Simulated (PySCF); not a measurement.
**input.py for InP**

File input.py (PySCF 2.14):

```python
from pyscf import gto, scf, mp

mol = gto.M(
    atom='In 0 0 0; P 0 0 2.455',
    basis='3-21g',
    charge=0,
    spin=2,
    verbose=3,
)
mf = scf.UHF(mol)
mf.kernel()
mp.MP2(mf, frozen=23).kernel()
mf.dip_moment()
print('orbital energies (hartree):', [e[max(0, n-3):n+3].round(4) for e, n in zip(mf.mo_energy, mol.nelec)])
```

```bash
$ OMP_NUM_THREADS=1 python input.py
```

Output (some set-up lines and the per-cycle HOMO/LUMO lines with their warnings removed):

```
converged SCF energy = -6053.72134022137  <S^2> = 2.1009213  2S+1 = 3.0665429
E(UMP2) = -6053.78161464141  E_corr = -0.060274420035811
E(SCS-UMP2) = -6053.78255422036  E_corr = -0.0612139989838787
Dipole moment(X, Y, Z, Debye):  0.00000,  0.00000, -3.24673
orbital energies (hartree): [array([-0.3541, -0.3168, -0.312 ,  0.0194,  0.0315,  0.1064]), array([-0.6354, -0.357 , -0.2451, -0.009 , -0.0026,  0.0373])]
```

In short: E(SCF) = -6053.721340 Eh, E(MP2) − E(SCF) = -0.06027 Eh, ⟨S²⟩ = 2.101, μz(SCF) = -3.25 D.

Hardware: Arm Neoverse V1, 1 thread, shared host. Wall time 1.2 s, peak memory 0.12 GiB.

No relativity is included for the heavy element. The basis is very small, so the numbers show the basis as much as the system. The bond length is a typed value, not an optimised one. No search for the lowest solution was made.
